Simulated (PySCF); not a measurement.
**Two-component Hartree-Fock for Tc¹³⁺ (technetium, charge +13)**

Start: [Ar] 3d10 4s2. Calculated with PySCF 2.14 in an uncontracted even-tempered set (18 s from 0.58 bohr⁻², ratio 2.8; 13 p from 0.75 bohr⁻², ratio 2.8; 9 d from 1.3 bohr⁻², ratio 2.8; 4 f from 4 bohr⁻², ratio 3): generalised Hartree-Fock with the X2C-1e Hamiltonian and a Gaussian nucleus; spin-orbit coupling (SO) screened by Boettger's factors.

```
spinor shell  electrons  ε, screened SO (eV)  weight of nominal j (screened SO)  rms radius, screened SO (bohr)
       1s1/2          2             -21444.0                              1.000                          0.0394
       2s1/2          2              -3374.8                              1.000                           0.162
       2p1/2          2              -3125.6                              1.000                           0.141
       2p3/2          4              -3005.5                              1.000                           0.145
       3s1/2          2              -839.58                              1.000                           0.439
       3p1/2          2              -741.46                              1.000                           0.436
       3p3/2          4              -720.24                              1.000                           0.446
       3d3/2          4              -550.23                              1.000                           0.425
       4s1/2          2              -311.39                              1.000                           0.998
```

Task: Where does 3d5/2 lie, and what is the 3d spin-orbit splitting (screened SO)?

Result: At -546.19 eV, 4.040 eV above 3d3/2.

```tsv
quantity	screened SO
E (hartree)	-4226.75734
M_J	0
⟨J²⟩	0.000
⟨L²⟩	0.006
⟨S²⟩	0.006
```

Breit and QED terms are absent; they matter most for the inner s and p1/2 levels.

Densities and radii are taken from the X2C orbitals without a picture-change correction, which distorts them close to the nucleus.
